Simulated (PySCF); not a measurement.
Mg(H)(NH2) (H3MgN), SMILES [NH2][MgH].

Geometry optimised at B3LYP-D3(BJ)/def2-TZVP.

Level of theory: TDA-LC-ωPBE/def2-TZVPD (PySCF).

Vertical excitations. Isolated molecule, no solvent. State labels are in the subgroup C2v.

```tsv
state	symmetry	energy (eV)	λ (nm)	f	main pairs
S1	B1	5.07	244	0.081	HOMO→LUMO+1 89 %
S2	A2	5.63	220	0.000	HOMO→LUMO 75 %, HOMO→LUMO+4 19 %
S3	A1	6.46	192	0.027	HOMO→LUMO+2 80 %, HOMO→LUMO+5 14 %
S4	B2	6.70	185	0.192	HOMO−1→LUMO 77 %, HOMO−1→LUMO+4 21 %
S5	B1	6.95	178	0.134	HOMO−1→LUMO+2 37 %, HOMO→LUMO+6 24 %, HOMO→LUMO+3 19 %, HOMO−1→LUMO+5 12 %
S6	B1	7.05	176	0.110	HOMO−1→LUMO+2 38 %, HOMO→LUMO+6 24 %, HOMO→LUMO+3 21 %, HOMO−1→LUMO+5 11 %
S7	A1	7.38	168	0.496	HOMO−1→LUMO+1 81 %
S8	A2	7.58	164	0.000	HOMO→LUMO+4 55 %, HOMO→LUMO+8 21 %, HOMO→LUMO 11 %, HOMO→LUMO+12 8 %
S9	A1	8.24	151	0.093	HOMO→LUMO+5 73 %, HOMO→LUMO+2 13 %
S10	B1	8.34	149	0.002	HOMO→LUMO+6 43 %, HOMO→LUMO+3 32 %, HOMO→LUMO+7 18 %
T1	B1	4.60	269	0	HOMO→LUMO+1 85 %
T2	A2	5.58	222	0	HOMO→LUMO 74 %, HOMO→LUMO+4 19 %
T3	A1	5.62	220	0	HOMO→LUMO+2 43 %, HOMO−1→LUMO+1 25 %, HOMO→LUMO+5 11 %, HOMO−1→LUMO+6 9 %
T4	A1	5.64	220	0	HOMO−1→LUMO+1 36 %, HOMO→LUMO+2 28 %, HOMO−1→LUMO+6 14 %, HOMO→LUMO+5 7 %
```
Triplets are in the Tamm–Dancoff approximation.
